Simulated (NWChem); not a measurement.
# MoHSO2F; SMILES [O]=[Mo]([OH])([F])=[S]

```xyz
6

Mo    -0.0023    -0.2125     0.0440
O      0.1964    -0.6046     1.6470
S     -0.0520     1.8907    -0.1114
F     -1.5851    -0.9179    -0.5761
O      1.4372    -0.8486    -0.9320
H      2.1257    -1.4400    -0.6009
```
Atoms are numbered in this order, from 1.

All runs: NWChem. Medium grid unless said otherwise, to which SCAN and Minnesota functionals are sensitive. Coordinates come from a PBE0/def2-SVP optimisation. def2 effective core potentials on Mo; no spin-orbit coupling. Total energies of different functionals are on different scales.

```csv
level,energy (Ha),highest occupied level (eV),orbital gap (eV),dipole (D)
B3LYP/def2-SVP,-717.1701,-7.66,4.53,2.73
PBE/def2-SVP,-716.7800,-6.64,3.05,2.86
PW6B95/def2-SVP,-717.7196,-8.05,[?],2.72
M06/def2-SVP,-716.9895,-8.01,4.93,2.63
LC-BLYP (range parameter 0.33 per bohr)/def2-SVP,-716.3565,-9.99,9.14,2.83
B97-D/def2-SVP,-717.2008,-6.67,3.00,2.79
B3PW91/def2-SVP,-717.0539,-7.78,4.56,2.81
"LDA (Slater exchange, VWN5)/def2-SVP",-714.0070,-6.79,3.04,2.85
r2SCAN/def2-SVP,-717.0531,-7.04,3.32,2.93
PBE0/def2-SVP,-716.7232,-7.98,4.96,2.81
```

Task: Fill in the missing entries.

Result: 
- PW6B95/def2-SVP, orbital gap (eV): 5.09
